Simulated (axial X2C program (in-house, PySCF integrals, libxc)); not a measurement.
# Density and ELF of MoBr

Computed with an in-house relativistic program for diatomic molecules. Two-component (2c) means X2C with spin–orbit coupling and atomic mean-field two-electron Coulomb and Gaunt terms. Basis: Mo dyall-cv3z [11s12p9d5f3g], Br dyall-cv3z [8s9p6d4f1g] (cores contracted in-house); Gaussian nuclei, density fitting, unrestricted open shells. Masses: Mo 97.905 u, Br 78.918 u.

PBE0, with spin–orbit coupling, state Ω = 5/2 (⟨Sz⟩ = 2.50, ⟨Lz⟩ = 0.00 at PBE0); Mo at z = 0, Br at z = 2.440 Å.

The maps cover the half plane through the axis: z from -2.4 to 4.8 Å along the bond, ρ from 0.15 to 2.25 Å away from it.

log10 of the density in e/bohr³:

```
 ρ\z  -2.4  -1.8  -1.2  -0.6   0.0   0.6   1.2   1.8   2.4   3.0   3.6   4.2   4.8
0.15  -4.0  -3.0  -1.7  -0.2   1.7  -0.2  -1.1  -0.6   1.4  -0.4  -1.4  -2.4  -3.4
0.45  -3.9  -2.9  -1.8  -0.5   0.1  -0.5  -1.2  -0.7   0.1  -0.7  -1.5  -2.4  -3.4
0.75  -3.8  -2.9  -1.9  -0.9  -0.5  -1.0  -1.4  -1.0  -0.7  -1.0  -1.7  -2.6  -3.5
1.05  -3.7  -2.9  -2.1  -1.4  -1.1  -1.4  -1.7  -1.4  -1.1  -1.3  -2.0  -2.8  -3.7
1.35  -3.8  -3.0  -2.3  -1.8  -1.7  -1.9  -2.0  -1.8  -1.6  -1.8  -2.3  -3.0  -3.9
1.65  -3.9  -3.2  -2.6  -2.2  -2.1  -2.2  -2.3  -2.2  -2.0  -2.2  -2.7  -3.3  -4.1
1.95  -4.0  -3.4  -2.9  -2.6  -2.5  -2.6  -2.7  -2.6  -2.5  -2.6  -3.1  -3.6  -4.4
2.25  -4.2  -3.7  -3.2  -2.9  -2.8  -2.9  -3.1  -3.0  -3.0  -3.1  -3.5  -4.0  -4.7
```

Electron localisation function (collinear form, no current term, damped to 0 at low density):

```
 ρ\z  -2.4  -1.8  -1.2  -0.6   0.0   0.6   1.2   1.8   2.4   3.0   3.6   4.2   4.8
0.15  0.00  0.00  0.06  0.77  0.54  0.71  0.39  0.23  0.26  0.19  0.77  0.33  0.03
0.45  0.00  0.00  0.09  0.75  0.31  0.70  0.37  0.53  0.38  0.42  0.75  0.31  0.03
0.75  0.00  0.02  0.16  0.58  0.71  0.47  0.33  0.77  0.51  0.81  0.71  0.26  0.02
1.05  0.01  0.06  0.26  0.47  0.47  0.28  0.28  0.75  0.83  0.84  0.62  0.19  0.01
1.35  0.01  0.10  0.33  0.46  0.39  0.24  0.22  0.61  0.78  0.74  0.49  0.12  0.00
1.65  0.01  0.11  0.35  0.45  0.37  0.24  0.16  0.41  0.61  0.57  0.31  0.05  0.00
1.95  0.00  0.08  0.30  0.41  0.36  0.23  0.10  0.21  0.39  0.35  0.15  0.01  0.00
2.25  0.00  0.04  0.20  0.32  0.30  0.17  0.06  0.08  0.17  0.14  0.04  0.00  0.00
```

Axial spin density in 10⁻³ e/bohr³:

```
 ρ\z  -2.4  -1.8  -1.2   -0.6    0.0    0.6  1.2   1.8   2.4   3.0   3.6   4.2  4.8
0.15   0.1   0.4   7.3  111.1  460.0  106.2  7.6  -8.7  -0.4  -4.8  -2.6  -0.3  0.0
0.45   0.1   0.8   9.4  102.6  104.5  100.7  7.2  -6.4   0.9  -1.4  -1.5  -0.2  0.0
0.75   0.1   1.1   9.4   61.3  105.5   55.1  5.7  -2.9   3.1   1.4  -0.4  -0.1  0.0
1.05   0.2   1.1   7.1   30.0   46.4   24.4  3.9  -0.8   1.7   1.3   0.0   0.0  0.0
1.35   0.2   0.9   4.4   13.8   19.0   10.7  2.3  -0.1   0.7   0.6   0.1   0.0  0.0
1.65   0.1   0.6   2.5    6.2    7.8    4.7  1.3   0.1   0.2   0.3   0.1   0.0  0.0
1.95   0.1   0.4   1.3    2.8    3.3    2.1  0.7   0.1   0.1   0.1   0.0   0.0  0.0
2.25   0.1   0.2   0.6    1.2    1.4    0.9  0.4   0.1   0.1   0.1   0.0   0.0  0.0
```

One determinant describes the state; a PBE0 search over occupations chose it and may have missed a lower one. Density functionals use the spin component along the axis (collinear). With several unpaired electrons one determinant need not be a pure state. This is the top spin component of a Σ state; components of lower Ω are not single determinants and can lie lower.
